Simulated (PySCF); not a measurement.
C3H8As, SMILES [CH2][As](C)C, multiplicity 2. The structure is a stationary point at PBE-D3(BJ)/def2-SVP. The isomer is the one that the SMILES or the coordinates give; other isomers of the formula were not compared.

Computed equilibrium geometry at PBE-D3(BJ)/def2-SVP (PySCF confirms it by a frequency run) as bond lengths and angles, and its point group:
point group Cs.
Atoms: C1 As2 C3 C4 H5 H6 H7 H8 H9 H10 H11 H12. Bond lengths (Å): C1–As2 1.904, C1–H5 1.103, C1–H6 1.103, As2–C3 1.987, As2–C4 1.987, C3–H7 1.107, C3–H8 1.107, C3–H9 1.107, C4–H10 1.107, C4–H11 1.107, C4–H12 1.107. Bond angles (°): As2–C1–H5 119.7, As2–C1–H6 119.7, H5–C1–H6 116.5, C1–As2–C3 99.3, C1–As2–C4 99.3, C3–As2–C4 99.0, As2–C3–H7 109.0, As2–C3–H8 108.8, As2–C3–H9 111.1, H7–C3–H8 108.5, H7–C3–H9 109.9, H8–C3–H9 109.5, As2–C4–H10 108.8, As2–C4–H11 111.1, As2–C4–H12 109.0, H10–C4–H11 109.5, H10–C4–H12 108.5, H11–C4–H12 109.9.
Charge 0, spin multiplicity 2.
